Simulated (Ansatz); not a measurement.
System: sum formula HBOF, charge 1, multiplicity 1. It need not be the lowest isomer of its formula. 
Structure (B3LYP-D3(BJ)/def2-TZVP (Ansatz, a quantum-chemistry and plane-wave program) minimum search):
SMILES: [OH+]=BF
```xyz
4

F     -1.2127     0.2744    -0.2794
B     -0.0313    -0.0029    -0.0216
O      1.1394    -0.2201     0.3170
H      1.9559    -0.6944     0.0867
```
Charge +1, spin multiplicity 1.

Quantity: vertical electron affinity (to the doublet state of charge +0; a negative value means that the extra electron is unbound and the number depends on the basis; each state is the SCF solution reached for its spin), in eV. Correlated levels leave the core frozen unless marked. UHF or UKS for open shells. Spin-orbit coupling is left out. No relativistic terms. CBS(X,Y): correlation extrapolated as X^-3; Hartree-Fock from the larger set. [CCSD(T)-MP2]/basis is that difference in the basis named.

```json
[
 {"level": "r2SCAN/def2-TZVPD", "program": "Ansatz", "vertical electron affinity (eV)": "5.31"},
 {"level": "B3LYP/def2-TZVPD", "program": "Ansatz", "vertical electron affinity (eV)": "[?]"},
 {"level": "wB97X/def2-TZVPD", "program": "Ansatz", "vertical electron affinity (eV)": "[?]"},
 {"level": "B2PLYP/def2-TZVPD", "program": "Ansatz", "vertical electron affinity (eV)": "5.23"},
 {"level": "SCS-MP2/aug-cc-pVDZ", "program": "Ansatz", "vertical electron affinity (eV)": "4.90"},
 {"level": "SCS-MP2/aug-cc-pVTZ", "program": "Ansatz", "vertical electron affinity (eV)": "4.95"},
 {"level": "CCSD/aug-cc-pVTZ", "program": "Ansatz", "vertical electron affinity (eV)": "[?]"},
 {"level": "RI-MP2/CBS(aug-cc-pVTZ,aug-cc-pVQZ)+[CCSD(T)-MP2]/aug-cc-pVTZ", "program": "Ansatz", "vertical electron affinity (eV)": "5.19"}
]
```

Problem. Complete the blanks.

Solution. 
- B3LYP/def2-TZVPD, vertical electron affinity (eV): 5.43
- wB97X/def2-TZVPD, vertical electron affinity (eV): 4.96
- CCSD/aug-cc-pVTZ, vertical electron affinity (eV): 5.09
